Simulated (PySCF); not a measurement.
# Ionisation energy of Gd⁵⁷⁺ by level of theory

Gd⁵⁷⁺ [He] 2s2 2p3 [2p1/2^2 2p3/2^1, M_J = 3/2] → Gd⁵⁸⁺ [He] 2s2 2p2 [2p1/2^2, M_J = 0], as a difference of total energies. Calculation: PySCF 2.14, in an even-tempered Gaussian basis (17 s from 38 bohr⁻², ratio 2.4; 13 p from 50 bohr⁻², ratio 2.4; 5 d from 170 bohr⁻², ratio 2.6; 4 f from 250 bohr⁻², ratio 2.6); the two-component X2C-1e Hamiltonian. Correlated levels: nothing frozen; the 30 highest virtual spinors dropped. "Screened" scales the spin-orbit matrix elements by Boettger's factors to mimic the two-electron term; Breit and QED terms are absent.

| method | ionisation energy (eV) |
| --- | --- |
| GHF (spin-free) | 12422.6 |
| GMP2 (spin-free) | 12422.5 |
| GHF (screened spin-orbit) | 12157.2 |
| GMP2 (screened spin-orbit) | 12157.1 |

For this ion Breit and QED terms and the two-electron picture change, all absent here, outweigh the correlation shift from GHF to GMP2.

The spin-free rows relax to the high-spin LS determinant and lack the spin-orbit shift.

The labels give the starting determinants; with spin-orbit coupling the two ends relaxed to ⟨J²⟩ = 3.75, ⟨L²⟩ = 2.56, ⟨S²⟩ = 1.48 and ⟨J²⟩ = 0.00, ⟨L²⟩ = 1.33, ⟨S²⟩ = 1.33.

For comparison: 12147 ± 6 eV (theoretical estimate listed by NIST; NIST Atomic Spectra Database, ionization energies).
